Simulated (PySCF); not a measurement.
# Which determinant of CaSi⁺ lies lowest?

Unrestricted PBE0; basis Ca 3-21G, Si 3-21G; no relativity; PySCF 2.14. Outer shells of the fragments: Ca+ 4s1; Si 3s2 3p2.

Followed along the bond (rough minima from three points):

| 2Ms+1 | unpaired | ⟨S²⟩ at the start | R at minimum (Å) | Te (eV) |
| --- | --- | --- | --- | --- |
| 2 | π ↑ | 0.84 | 3.31 | 0.00 |
| 4 | σ ↑, π ↑↑ | 3.75 | 3.01 | 0.34 |
| 2 | σ ↓, π ↑↑ | 1.76 | 3.24 | 0.78 |
| 2 | σ ↑, π ↑↓ | 1.75 | 3.08 | 0.90 |
| 4 | σ ↑↑, π ↑ | 3.75 | none in the scan | ≤ 0.66 |

Solutions found at the starting distance of 2.805 Å, counted from the lowest of them; the search is not exhaustive and high or unbound solutions are not listed, so other states can lie among these:

```json
{"2Ms+1": "4", "unpaired": "σ ↑, π ↑↑", "term": "⁴Σ⁻", "E (eV)": "0.00", "⟨S²⟩": "3.75", "⟨Lz²⟩": "0.00", "μ (D)": "-8.96"}
{"2Ms+1": "2", "unpaired": "π ↑", "term": "²Π", "E (eV)": "0.01", "⟨S²⟩": "0.84", "⟨Lz²⟩": "1.00", "μ (D)": "-6.50"}
{"2Ms+1": "2", "unpaired": "σ ↓, π ↑↑", "term": "mixed", "E (eV)": "0.55", "⟨S²⟩": "1.76", "⟨Lz²⟩": "0.00", "μ (D)": "-7.98"}
{"2Ms+1": "2", "unpaired": "σ ↑, π ↑↓", "term": "mixed", "E (eV)": "0.61", "⟨S²⟩": "1.75", "⟨Lz²⟩": "2.00", "μ (D)": "-8.51"}
{"2Ms+1": "4", "unpaired": "σ ↑↑, π ↑", "term": "⁴Π", "E (eV)": "1.11", "⟨S²⟩": "3.75", "⟨Lz²⟩": "1.00", "μ (D)": "-0.91"}
{"2Ms+1": "2", "unpaired": "σ ↑", "term": "mixed", "E (eV)": "1.41", "⟨S²⟩": "0.75", "⟨Lz²⟩": "2.00", "μ (D)": "-8.23"}
{"2Ms+1": "2", "unpaired": "π ↑", "term": "²Π", "E (eV)": "2.67", "⟨S²⟩": "0.79", "⟨Lz²⟩": "1.01", "μ (D)": "-9.37"}
{"2Ms+1": "4", "unpaired": "σ ↑, π ↑↑", "term": "mixed", "E (eV)": "3.20", "⟨S²⟩": "3.75", "⟨Lz²⟩": "2.00", "μ (D)": "-1.83"}
```

A term symbol is given only where ⟨S²⟩ and ⟨Lz²⟩ are close to those of a pure state; real π, δ and φ orbitals otherwise mix terms. A positive dipole points towards Si; it is taken about the centre of mass and depends on that origin.

Problem. Compare the gap between the two lowest followed solutions at the starting distance with the gap between their minima.

Solution. At PBE0 the second solution (quartet, unpaired electrons σ ↑, π ↑↑) lies -0.01 eV from the first (doublet, unpaired electrons π ↑) at 2.805 Å and +0.34 eV at the minima; the two curves relax by different amounts, since their minima lie near 3.01 and 3.31 Å.

Counting both spins, an empty level lies below a filled one in some of these solutions, because spin and occupation are held. 3-21G is very small, so such numbers show the basis as much as the molecule.
